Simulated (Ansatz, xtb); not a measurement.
## Two isomers of AlH8NO2Si2

Structure a: `[NH2][Al]([O][SiH3])[O][SiH3]`, a singlet. Structure b: `N[SiH2][O][AlH][O][SiH3]`, a singlet. Both are isolated molecules in the gas phase, relaxed with PBE0-D4/def2-SVP; the shapes shown needn't be the lowest conformers.

a (Å):

```xyz
14

Al    1.2517    0.0340   -1.2119
N     1.7656   -0.9172   -2.5952
O     1.1433   -0.6885    0.3147
O     0.8665    1.6701   -1.4099
Si    0.9444   -1.0965    1.8932
Si    0.4331    3.2489   -1.2777
H     2.0130   -1.8984   -2.5600
H     1.8546   -0.5612   -3.5388
H     0.2078   -0.0253    2.6337
H     2.2731   -1.2965    2.5495
H     0.1644   -2.3674    2.0038
H     0.0824    3.5907    0.1361
H    -0.7543    3.5340   -2.1406
H     1.5585    4.1326   -1.7116
```

b (Å):

```
atom    x (Å)    y (Å)    z (Å)
  Al   2.1372   0.8887   1.2377
   N   0.5558  -0.6652  -1.8660
   O   2.2842  -0.5771   0.3958
   O   1.0405   2.0560   0.6643
  Si   1.7434  -1.4570  -0.9046
  Si  -0.0981   2.6125  -0.3886
   H   0.7845   0.0092  -2.5855
   H  -0.4287  -0.6501  -1.6309
   H   1.1282  -2.7079  -0.3775
   H   2.9157  -1.7312  -1.7829
   H   2.9885   1.1764   2.5205
   H  -1.3008   1.7212  -0.4056
   H  -0.5334   3.9798   0.0233
   H   0.4461   2.6929  -1.7808
```

Task: Which of the two would you expect CCSD(T)/def2-SVP + ΔMP2/def2-TZVPP electronic energies to favour?

Result: Structure a; the calculation gives E(b) − E(a) = +5.2 kcal/mol.

The same difference at several levels:

```csv
level,geometry,E(b) − E(a) (kcal/mol),departure from the last row (kcal/mol),"job, with rough time for the two"
PBE0-D4/def2-SVP,PBE0-D4/def2-SVP,+4.5,−0.7,"optimisation, 6.2 min"
HF/def2-SVP,PBE0-D4/def2-SVP,+8.4,+3.2,part of the CCSD(T) run
MP2/def2-SVP,PBE0-D4/def2-SVP,+5.9,+0.7,part of the CCSD(T) run
CCSD(T)/def2-SVP,PBE0-D4/def2-SVP,+6.0,+0.8,single point
CCSD(T)/def2-SVP + ΔMP2/def2-TZVPP,PBE0-D4/def2-SVP,+5.2,,"single point, 1.7 min"
```

As drawn, b has 1 N–Si, 1 Al–H in place of 1 Al–N, 1 Si–H.

The levels shown agree on the order. The largest departure from CCSD(T)/def2-SVP + ΔMP2/def2-TZVPP is that of HF/def2-SVP, 3.2 kcal/mol. A small imaginary or near-zero mode remains, so no thermal terms are given. Levels run at GFN2-xTB geometries aren't shown. The last row adds to CCSD(T) the change of the MP2 difference between the two basis sets, here −0.8 kcal/mol.

The correlated steps freeze 18 core orbitals. Run with Ansatz 0.2.0, xtb 6.7.1; the last row on 2 threads of Arm Neoverse V1 on a shared host.
